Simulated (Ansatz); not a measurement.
Potential energy curve for GaBe (anion, charge -1), lowest triplet found (which spin is the ground state isn't settled by this scan).

Levels of theory: ROCCSDT = CCSDT on ROHF/aug-cc-pVDZ, cores with 3d frozen (Ansatz, an electronic-structure program); UCCSD = CCSD on UHF/aug-cc-pVDZ, cores with 3d frozen in Ansatz; FCI = full CI/aug-cc-pVDZ, cores with 3d frozen (Ansatz).

Energies relative to the lowest point of each curve between 1.88 and 2.76 Å, where full CI is lowest, in kJ/mol:

```json
[
 {"R / Å": "1.57", "ROCCSDT": "357.8", "UCCSD": "375.0"},
 {"R / Å": "1.71", "ROCCSDT": "185.2", "UCCSD": "203.9"},
 {"R / Å": "1.82", "ROCCSDT": "98.7", "UCCSD": "118.5"},
 {"R / Å": "1.88", "ROCCSDT": "64.9", "UCCSD": "85.2"},
 {"R / Å": "1.97", "ROCCSDT": "27.9", "UCCSD": "48.8"},
 {"R / Å": "2.07", "ROCCSDT": "1.6", "UCCSD": "23.0"},
 {"R / Å": "2.14", "ROCCSDT": "32.5", "UCCSD": "11.8"},
 {"R / Å": "2.21", "ROCCSDT": "19.3", "UCCSD": "4.8"},
 {"R / Å": "2.34", "ROCCSDT": "5.2", "UCCSD": "0.0"},
 {"R / Å": "2.61", "ROCCSDT": "0.8", "UCCSD": "7.9"},
 {"R / Å": "2.76", "ROCCSDT": "5.6", "UCCSD": "13.5"},
 {"R / Å": "2.93", "ROCCSDT": "13.3", "UCCSD": "20.2"}
]
```

Question: What does FCI give at the same points?

Answer: 1.57: 378.8; 1.71: 206.0; 1.82: 119.4; 1.88: 85.6; 1.97: 48.5; 2.07: 22.2; 2.14: 11.2; 2.21: 4.3; 2.34: 0.0; 2.61: 10.9; 2.76: 21.7; 2.93: 34.4 (kJ/mol).

The scan ran from 1.57 to 7.41 Å; beyond the distances shown full CI changes its symmetry label. The T1 diagnostic of CCSD on the restricted reference of ROCCSDT exceeds 0.045 at 2.14 to 2.48 Å. Where the anion isn't bound against loss of the electron, the finite basis alone holds it. At the minimum ROCCSDT lies far from FCI: another state is possible. The unrestricted solution behind UCCSD changes between 2.61 and 2.76 Å, which can leave a kink. The unrestricted determinant behind UCCSD is spin-contaminated at 1.57 to 2.93 Å (<S²> up to 2.8, against 2.00 for a pure triplet).
